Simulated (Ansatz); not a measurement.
`FBB[SiH3]` + H₂ → `BB[SiH3]` + H–F at 700 K and 1 bar (hydrogenolysis of a B–F bond).

Calculated with Ansatz (gas phase, PBE0-D4/def2-TZVP geometries, no zero-point term in ΔE). CBS: MP2 limit from def2 TZ/QZ plus the TZ coupled-cluster correction, frozen cores. This one scheme is used for every species. One conformer a species, not always the lowest.

```
    species  CCSD(T)/CBS energy (Eh)  H − E (kJ/mol)  S (J/(mol·K))
`FBB[SiH3]`               -441.45936           205.7          443.3
         H₂                 -1.17544            46.8          155.3
 `BB[SiH3]`               -342.20223           214.0          417.5
        H–F               -100.39570            45.2          198.5
```

H − E and S are ideal-gas, rigid-rotor, harmonic terms from PBE0-D4/def2-TZVP, for one conformer and one mirror image of each species. The MP2-based limit puts H₂ 0.8 mEh under its directly extrapolated value; such offsets cancel only in part. 1 Eh = 2625.50 kJ/mol, R = 8.31446 J/(mol·K).

**Question.** By hand: ΔE, ΔH, ΔS and ΔG.

**Answer.** ΔE = (-342.20223) + (-100.39570) − (-441.45936) − (-1.17544) = 0.03687 Eh = 96.8 kJ/mol. Δ(H − E) = 214.0 + 45.2 − 205.7 − 46.8 = 6.7, so ΔH = 103.5 kJ/mol. ΔS = 417.5 + 198.5 − 443.3 − 155.3 = 17.4 J/(mol·K). ΔG = 103.5 − 700 × (17.4)/1000 = 91.3 kJ/mol.

**Question.** By hand: the equilibrium constant, and the temperature at which ΔG would vanish if ΔH and ΔS stayed fixed.

**Answer.** log₁₀ K = −ΔG/(RT ln 10) = -6.8. ΔG = 0 at ΔH/ΔS = 5948 K, far beyond where these terms or the molecules hold.

ΔH outweighs TΔS. A doubt of 5 kJ/mol in ΔE shifts log₁₀ K by 0.4 here. Other conformers and mirror images would add mixing entropy, several J/(mol·K) or more a flexible species. Modes under 60 cm⁻¹, often nearly free rotors, make the harmonic entropy too high. These are equilibria of isolated gas molecules and say nothing of rates. Largest T1 diagnostic: 0.015 (customary marks: 0.02 for closed shells, 0.045 for open ones).
